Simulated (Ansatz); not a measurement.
Program: Ansatz. Geometries: PBE0-D4/def2-TZVP. ΔE: electronic, gas phase. CCSD(T)/CBS adds triple-zeta CCSD(T) − MP2 to the extrapolated MP2 energy (def2 sets, frozen cores). Functionals use def2-TZVPP. B3LYP here is the variant with VWN-RPA as its local correlation; programs differ in this. def2 core potentials past Kr. For Te outer-core shells are correlated without core-valence functions, which leaves a few kJ/mol of doubt a bond. One conformer a species, not always the lowest.

Consider the ligand exchange at the Al–N bond: `C[NH][Al]([OH])[F]` + H₂Te → `[OH][Al]([F])[TeH]` + CH₃NH₂.

`C[NH][Al]([OH])[F]`:

```xyz
10

C    -1.360    0.554    0.475
N    -0.230   -0.309    0.754
Al    1.182   -0.579   -0.248
O     1.314    0.223   -1.726
F     2.359   -1.613    0.268
H    -1.221    1.047   -0.489
H    -2.303   -0.002    0.423
H    -1.477    1.341    1.229
H    -0.315   -0.786    1.638
H     2.052    0.124   -2.323
```

H₂Te:

```xyz
3

Te    0.682   -0.165    0.335
H    -0.494    0.975    0.581
H    -0.188   -0.811   -0.916
```

`[OH][Al]([F])[TeH]`:

```xyz
6

O    -0.644    0.949    1.117
Al    0.288    0.669   -0.254
F     1.003    1.962   -0.970
Te    0.699   -1.564   -1.330
H    -1.105    0.272    1.609
H    -0.241   -2.288   -0.171
```

CH₃NH₂:

```xyz
7

C    -0.383   -0.188    0.375
N     0.663    0.512   -0.351
H    -0.844   -1.031   -0.160
H    -1.177    0.515    0.635
H     0.022   -0.572    1.314
H     0.305    0.886   -1.220
H     1.414   -0.121   -0.593
```

| level | ΔE (kJ/mol) |
| --- | --- |
| r2SCAN-D4 | -24.8 |
| B3LYP-D4 | -18.7 |
| ωB97M-V | -21.0 |
| PBE0 | -31.4 |
| CCSD/def2-TZVPP | -19.1 |
| CCSD(T)/def2-TZVPP | -20.4 |
| MP2/def2-QZVPP | -28.8 |
| HF/CBS(def2) | -22.0 |

(1) What does CCSD(T)/CBS give? (Best estimate.)

Largest T1 diagnostic among the species: 0.012.

## Answers

(1) The calculation gave: -26.9 kJ/mol. The listed levels differ from it by 2.1, 8.2, 5.9, -4.5, 7.8, 6.5, -1.9, 4.9 kJ/mol.
